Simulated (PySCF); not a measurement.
# Mg⁺: ionisation energy

Mg⁺ [Ne] 3s1 (2S) → Mg²⁺ [Ne] (1S), as a difference of total energies. Computed with PySCF 2.14 in aug-cc-pVDZ, with the non-relativistic Hamiltonian (point nucleus). The calculations carry no spin-orbit coupling.

```tsv
method	ionisation energy (eV)	error (eV)
UHF	14.713	-0.322
LDA	15.275	+0.240
PBE	15.274	+0.239
PBE0	15.187	+0.152
r2SCAN	14.984	-0.051
BHandHLYP	15.253	+0.218
TPSSh	15.018	-0.017
BP86	15.195	+0.160
```

Reference: 15.035 eV (measured; NIST Atomic Spectra Database, ionization energies).
